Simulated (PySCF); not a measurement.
Compound: C9H8OSi.
Z-matrix (Å and degrees, PBE0-D3(BJ)/def2-SVP geometry), rows numbered from 1:
```
O 
C   1  1.2070
C   2  1.4807  1  123.79
C   3  1.4051  2  117.67  1    -0.30
C   4  1.3858  3  121.01  2  -179.98
C   5  1.4019  4  119.73  3     0.01
C   6  1.3892  5  120.45  4    -0.04
C   3  1.4066  2  123.01  1   179.71
C   8  1.4782  3  126.16  2    -0.15
C   9  1.3502  8  117.78  3  -179.97
Si 10  1.8709  9  108.54  8     0.03
H   2  1.1163  1  120.11  3  -179.81
H   4  1.0925  3  117.37  2     0.02
H   5  1.0924  4  120.17  3   179.99
H   6  1.0937  5  119.30  4   179.97
H   9  1.0937  8  120.18  3    -0.02
H  10  1.0920  9  121.42  8   179.88
H  11  1.4943  7  113.83  6    62.31
H  11  1.4944  7  113.71  6   -62.50
```

The closed-shell ground state was solved at several levels (PySCF, density fitting, gas phase, non-relativistic).

```csv
level,basis functions,HOMO (eV),LUMO (eV),gap (eV),dipole (D)
PBE0/pcSseg-1,234,-7.09,-2.09,5.00,3.04
PBE/pcSseg-2,515,-5.91,-2.99,2.92,2.94
```

Q: What might B3LYP/def2-SVPD (291 basis functions) give for the same quantities?

A: HOMO -6.88 eV, LUMO -2.30 eV, gap 4.58 eV, dipole 3.16 D.

Q: Over all these levels, which gives the widest orbital gap and which the narrowest?

A: PBE0/pcSseg-1 (global hybrid, 25 % exact exchange) has the widest, 5.00 eV, and PBE/pcSseg-2 (GGA) the narrowest, 2.92 eV. Functional and basis both differ between the two, so the spread mixes both effects.

Q: How far do the dipole and the HOMO energy spread over the levels?

A: The dipole runs from 2.94 to 3.16 D (mean 3.04 D) and the HOMO from -7.09 to -5.91 eV.

One conformer stands for the species.
